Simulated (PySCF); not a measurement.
# Worked example: oscillator strength and radiative lifetime

Si(Cl)(Br)(Me)(NH2) (CH5BrClNSi), SMILES C[Si](N)(Cl)Br.

Coordinates come from a PBE0-D3(BJ)/def2-SVP optimisation. One conformer was computed; it need not be the lowest.

TDA-CAM-B3LYP/def2-SVPD run with PySCF puts the first singlet state with f over 0.02 at 6.91 eV (vertical), with the transition dipole (-0.030, -0.450, -0.262) in atomic units.

Find the oscillator strength, the wavelength and the radiative lifetime that this transition would have in vacuum if emission retraced absorption.


|μ|² = 0.2720 au, so |μ| = 1.33 D. ΔE = 6.91/27.211 = 0.2539 hartree. f = (2/3) ΔE |μ|² = 0.046 (the program prints 0.046).
λ = 1239.84/6.91 = 179 nm; ν = 55733 cm⁻¹.
Einstein's coefficient A = 0.6670 ν² f s⁻¹ (ν in cm⁻¹) = 9.5e7 s⁻¹, so τ = 1/A = 10 ns. This state is S1. The figure is the radiative limit of this one transition; relaxation, internal conversion, crossing to triplets and a medium change what is measured.
